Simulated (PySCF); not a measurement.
SMILES Cc1ccccc1-c1ccncc1, singlet, GFN2-xTB optimised geometry.

```
24

C     -1.87    -1.16     0.04
C     -1.07     0.11     0.00
C     -1.74     1.33    -0.02
C     -1.05     2.53    -0.04
C      0.34     2.52    -0.03
C      1.01     1.32     0.00
C      0.32     0.11     0.00
C      1.11    -1.14     0.01
C      2.08    -1.35     0.98
C      2.82    -2.53     0.95
N      2.66    -3.46     0.03
C      1.75    -3.25    -0.91
C      0.95    -2.12    -0.97
H     -1.31    -1.97     0.50
H     -2.79    -1.01     0.61
H     -2.15    -1.47    -0.96
H     -2.82     1.33    -0.01
H     -1.59     3.46    -0.05
H      0.89     3.45    -0.03
H      2.09     1.31     0.00
H      2.25    -0.62     1.76
H      3.58    -2.73     1.69
H      1.65    -4.04    -1.65
H      0.23    -1.99    -1.76
```

Density from CAM-B3LYP/def2-SVP in PySCF at that geometry.

Minimum of the electron density along straight lines between bonded atoms, close to the bond critical point (lines longer than 1.1 times the sum of covalent radii, or with two minima, are not listed):

| bond | length / Å | ρ at the minimum / e bohr⁻³ | ∇²ρ there / e bohr⁻⁵ | position (fraction from the first atom) |
|---|---|---|---|---|
| C1–C2 | 1.500 | 0.257 | -0.61 | 0.49 |
| C2–C3 | 1.390 | 0.313 | -0.81 | 0.50 |
| C3–C4 | 1.382 | 0.316 | -0.83 | 0.50 |
| C4–C5 | 1.384 | 0.315 | -0.82 | 0.50 |
| C5–C6 | 1.381 | 0.317 | -0.83 | 0.50 |
| C2–C7 | 1.398 | 0.307 | -0.77 | 0.50 |
| C6–C7 | 1.393 | 0.310 | -0.79 | 0.50 |
| C7–C8 | 1.474 | 0.271 | -0.68 | 0.49 |
| C8–C9 | 1.394 | 0.310 | -0.79 | 0.50 |
| C9–C10 | 1.384 | 0.317 | -0.83 | 0.50 |
| C10–N11 | 1.322 | 0.353 | -1.05 | 0.35 |
| N11–C12 | 1.322 | 0.353 | -1.05 | 0.65 |
| C8–C13 | 1.393 | 0.310 | -0.79 | 0.50 |
| C12–C13 | 1.385 | 0.317 | -0.83 | 0.50 |
| C1–H14 | 1.087 | 0.279 | -1.04 | 0.63 |
| C1–H15 | 1.088 | 0.277 | -1.03 | 0.63 |
| C1–H16 | 1.090 | 0.274 | -1.00 | 0.63 |
| C3–H17 | 1.081 | 0.283 | -1.08 | 0.63 |
| C4–H18 | 1.080 | 0.284 | -1.09 | 0.63 |
| C5–H19 | 1.080 | 0.284 | -1.09 | 0.63 |
| C6–H20 | 1.081 | 0.284 | -1.09 | 0.63 |
| C9–H21 | 1.080 | 0.284 | -1.10 | 0.64 |
| C10–H22 | 1.083 | 0.287 | -1.14 | 0.64 |
| C12–H23 | 1.083 | 0.287 | -1.14 | 0.64 |
| C13–H24 | 1.079 | 0.284 | -1.10 | 0.64 |
